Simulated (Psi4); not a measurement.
hexafluorodisiloxane (F$_{6}$OSi$_{2}$), singlet, geometry from GFN2-xTB. Base run: B3LYP/6-31G** (Psi4).

The Psi4 input:
```
memory 2 GB

molecule mol {
0 1
F     2.218853    0.193344   -1.147683
Si    1.492425    0.321862    0.239644
F     2.338345   -0.414561    1.337487
F     1.398426    1.848744    0.600708
O     0.057398   -0.361763    0.188583
Si   -1.482674   -0.383318   -0.207607
F    -1.719863    0.177182   -1.656798
F    -2.326405    0.484527    0.794317
F    -1.975544   -1.872070   -0.145495
}

set {
  basis 6-31g**
  reference rks
}

energy('b3lyp')
print_variables()
```

Each row names what was changed in the base input (with any setting that the change needs).

| change | basis functions | E (Eh) | dipole (D) | core-seconds (rough) |
|---|---|---|---|---|
| base | 143 | -1253.74146 | 0.04 | 8 |
| basis = STO-3G | [?] | [?] | [?] | 4 |
| basis = 6-31G | 89 | -1253.37670 | 0.11 | 8 |
| basis = pcseg-1 | 134 | -1253.61799 | 0.07 | 10 |
| basis = def2-SVP | 134 | -1253.05459 | 0.05 | 9 |
| basis = 6-31G* | 143 | -1253.74146 | 0.04 | 10 |
| basis = 6-31+G* | 179 | -1253.79052 | 0.11 | 10 |
| basis = def2-SVPD | [?] | [?] | [?] | 20 |
| basis = 6-311++G** | [?] | [?] | 0.09 | 20 |
| basis = cc-pVTZ | 278 | -1254.11114 | 0.10 | 20 |
| basis = pcseg-2 | 278 | -1254.18043 | 0.09 | 20 |
| basis = cc-pV(T+d)Z | 288 | -1254.13778 | 0.10 | 20 |
| basis = def2-TZVPP | [?] | [?] | [?] | 20 |

Task: Some entries are withheld; supply them.

Result: 
- basis = STO-3G, basis functions: 53
- basis = STO-3G, E (Eh): -1236.92221
- basis = STO-3G, dipole (D): 0.14
- basis = def2-SVPD, basis functions: 209
- basis = def2-SVPD, E (Eh): -1253.12091
- basis = def2-SVPD, dipole (D): 0.13
- basis = 6-311++G**, basis functions: 214
- basis = 6-311++G**, E (Eh): -1254.01691
- basis = def2-TZVPP, basis functions: 301
- basis = def2-TZVPP, E (Eh): -1254.17171
- basis = def2-TZVPP, dipole (D): 0.12

Totals compare only among sets that treat the same electrons; sets with core potentials leave the core out.
